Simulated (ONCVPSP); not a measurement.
## An all-electron radial function and its pseudo partner (Sb)

Columns: radius, all-electron u(r) and pseudo u(r) of the 4p shell (level -105.70 eV) of antimony in the configuration [Ar] 3d10 4s2 4p6 4d10 5s2 5p2.5; PBEsol, scalar-relativistic, ONCV scheme, ONCVPSP 4.0.1.

| r (bohr) | all-electron | pseudo |
| --- | --- | --- |
| 0.078 | 0.4144 | 0.0331 |
| 0.155 | -0.2870 | 0.1261 |
| 0.232 | -0.6870 | 0.2680 |
| 0.310 | -0.5109 | 0.4447 |
| 0.388 | -0.0442 | 0.6352 |
| 0.465 | 0.4447 | 0.8170 |
| 0.542 | 0.8350 | 0.9740 |
| 0.620 | 1.0924 | 1.0934 |
| 0.698 | 1.2199 | 1.1646 |
| 0.775 | 1.2472 | 1.1864 |
| 0.852 | 1.2066 | 1.1637 |
| 0.930 | 1.1223 | 1.1019 |
| 1.008 | 1.0152 | 1.0110 |
| 1.085 | 0.9011 | 0.9039 |
| 1.162 | 0.7876 | 0.7911 |
| 1.240 | 0.6789 | 0.6808 |
| 1.318 | 0.5796 | 0.5801 |
| 1.395 | 0.4920 | 0.4920 |
| 1.472 | 0.4151 | 0.4150 |
| 1.550 | 0.3477 | 0.3476 |
| 1.628 | 0.2900 | 0.2899 |
| 1.705 | 0.2416 | 0.2415 |
| 1.782 | 0.2006 | 0.2006 |
| 1.860 | 0.1658 | 0.1658 |
| 1.938 | 0.1368 | 0.1367 |
| 2.015 | 0.1128 | 0.1128 |

(1) How many radial nodes do the two functions have?

(2) At about which radius was the pseudo-wave matched?

(3) Is the pseudo-wave norm-conserving?

Answers

(1) The all-electron 4p function has n − l − 1 = 2; the pseudo-wave has 0, since the states of the same l below it are removed with the core.

(2) 1.55 bohr. The columns agree to 0.0005 from 1.32 bohr on; several derivatives are matched, so the curves merge somewhat inside the radius.

(3) Yes: the ONCV scheme keeps the norm inside the radius equal to the all-electron one, which fixes the energy derivative of the logarithmic derivative at the level.
